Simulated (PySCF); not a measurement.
LDA on In- (indium, charge -1), [Kr] 4d10 5s2 5p2, high-spin 3P determinant. All numbers are calculated (PySCF 2.14, the spin-free X2C one-electron Hamiltonian (Gaussian nucleus), in aug-cc-pwCVTZ-DK3 (10s9p7d4f1g, 109 functions)).

```
cycle= 1 E= -5874.91436145228  delta_E= -0.0346  |g|= 0.0972  |ddm|= 0.676
cycle= 2 E= -5874.91331395584  delta_E= 0.00105  |g|= 0.0699  |ddm|= 0.318
cycle= 3 E= -5874.91504198098  delta_E= -0.00173  |g|= 0.017  |ddm|= 0.281
cycle= 4 E= -5874.91555457807  delta_E= -0.000513  |g|= 0.0164  |ddm|= 0.142
cycle= 5 E= -5874.91574680209  delta_E= -0.000192  |g|= 0.000299  |ddm|= 0.0442
cycle= 6 E= -5874.91574679977  delta_E= 2.32e-09  |g|= 0.00016  |ddm|= 0.00236
cycle= 7 E= -5874.91574686122  delta_E= -6.15e-08  |g|= 1.97e-05  |ddm|= 0.000871
cycle= 8 E= -5874.91574686178  delta_E= -5.63e-10  |g|= 6.83e-07  |ddm|= 0.000167
converged SCF energy = -5874.91574686178  <S^2> = 2.0007409  2S+1 = 3.0004939
```

Highest occupied orbital energy: 1.144 eV; ⟨L²⟩ = 2.00; populations by l: s 10.00, p 20.00, d 20.00, f 0.00.

Task: Can this result be used?

Result: With care. The run converged. At LDA the highest occupied level has a positive energy, so only the finite basis holds that electron; in a semilocal or global hybrid functional this comes from self-interaction and does not mean that the real anion is unbound.
